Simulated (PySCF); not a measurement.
thiadiazoloquinoxaline (C8H4N4S), SMILES c12c(nccn2)cc2nsnc2c1. Geometry: PBE0-D3(BJ)/def2-SVP.

All values below come from PBE0-D3(BJ)/def2-SVP in PySCF.

Harmonic wavenumbers (cm⁻¹): 100, 137, 270, 284, 323, 400, 408, 435, 503, 573, 579, 600, 623, 688, 779, 782, 796, 838, 860, 868, 917, 932, 934, 935, 971, 1004, 1036, 1178, 1189, 1228, 1327, 1355, 1396, 1398, 1425, 1474, 1551, 1555, 1623, 1685, 1707, 3165, 3180, 3255, 3256. Rotational constants (GHz): 2.476, 0.4566, 0.3855; symmetry number 2.

Work out the zero-point energy and the ideal-gas rigid-rotor harmonic-oscillator thermochemistry at 298.15 K and 1 atm.

ZPE = ½ Σ hcν = ½ × 50521 cm⁻¹ = 72.22 kcal/mol. H − E(el) = 78.00 kcal/mol. Entropy in cal/(mol K): translation 41.60, rotation 29.60, vibration 18.46, total 89.66. G − E(el) = 51.27 kcal/mol. Cp = 35.67 cal/(mol K). Modes under 150 cm⁻¹ make the vibrational entropy uncertain.
